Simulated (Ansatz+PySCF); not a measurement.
Values are calculated unless marked as measured or tabulated.
This PySCF input gave a total energy of -4.18646 hartree.

```python
from pyscf import gto, scf

mol = gto.M(atom="""
H 0.000000 0.000000 0.000000
H 0.000000 0.000000 1.800000
H 0.000000 0.000000 3.600000
H 0.000000 0.000000 5.400000
H 0.000000 0.000000 7.200000
H 0.000000 0.000000 9.000000
H 0.000000 0.000000 10.800000
H 0.000000 0.000000 12.600000
H 0.000000 0.000000 14.400000
H 0.000000 0.000000 16.200000
""", basis='sto-3g', charge=0, spin=0)
mf = scf.RHF(mol)
mf.kernel()
print(mf.converged, mf.e_tot, mf.spin_square()[0])
```

Q: Write an input for Ansatz with the same method and basis set.

A:

```yaml
crystal:
  periodic: [false, false, false]
  atoms:
    - { symbol: H, position_ang: [0.0, 0.0, 0.0] }
    - { symbol: H, position_ang: [0.0, 0.0, 1.8] }
    - { symbol: H, position_ang: [0.0, 0.0, 3.6] }
    - { symbol: H, position_ang: [0.0, 0.0, 5.4] }
    - { symbol: H, position_ang: [0.0, 0.0, 7.2] }
    - { symbol: H, position_ang: [0.0, 0.0, 9.0] }
    - { symbol: H, position_ang: [0.0, 0.0, 10.8] }
    - { symbol: H, position_ang: [0.0, 0.0, 12.6] }
    - { symbol: H, position_ang: [0.0, 0.0, 14.4] }
    - { symbol: H, position_ang: [0.0, 0.0, 16.2] }
basis:
  gaussian: { orbitals: STO-3G }
hamiltonian:
  xc: hf
scf:
  omitted_lower_state_checks: [stability, starts, atomic_configurations, cluster_reference, orbital_swaps, given_window_search, neighbouring_geometries, increment]
```

Ansatz (development build ahead of 0.2.0) gave -4.18646 hartree, 0.00 meV from the first. Caution: an unrestricted determinant lies well below.
